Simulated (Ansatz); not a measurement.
Species: B2H3 (charge 0, doublet). It need not be the lowest isomer of its formula. 
Coordinates optimised at B3LYP-D3(BJ)/def2-TZVP (Ansatz, a program for electronic structure):
```
B
H 1 1.1953
H 1 1.1953 2 118.30
B 1 1.5608 2 120.85 3 180.00
H 4 1.1764 3 154.73 1 -180.00
```
Charge 0, spin multiplicity 2.

Basis-set convergence of Hartree-Fock and CCSD(T) correlation energies (hartree) with Ansatz. Correlated levels leave the core frozen unless marked. Open shells are spin-unrestricted. No spin-orbit coupling. Non-relativistic.

```csv
basis,functions,E(HF),"E(corr, CCSD(T))"
def2-SVP,43,-50.97770,-0.18518
def2-TZVPP,104,-51.03634,-0.21886
def2-QZVPP,204,-51.03889,-0.22835
```

Extrapolating the two largest sets (X = 3 and 4) as X^-3: E(corr) = (64·(-0.22835) - 27·(-0.21886))/37 = -0.2353 Eh, an estimate of the basis-set limit. The largest set recovers 97.1 % of it, the smallest 78.7 %.
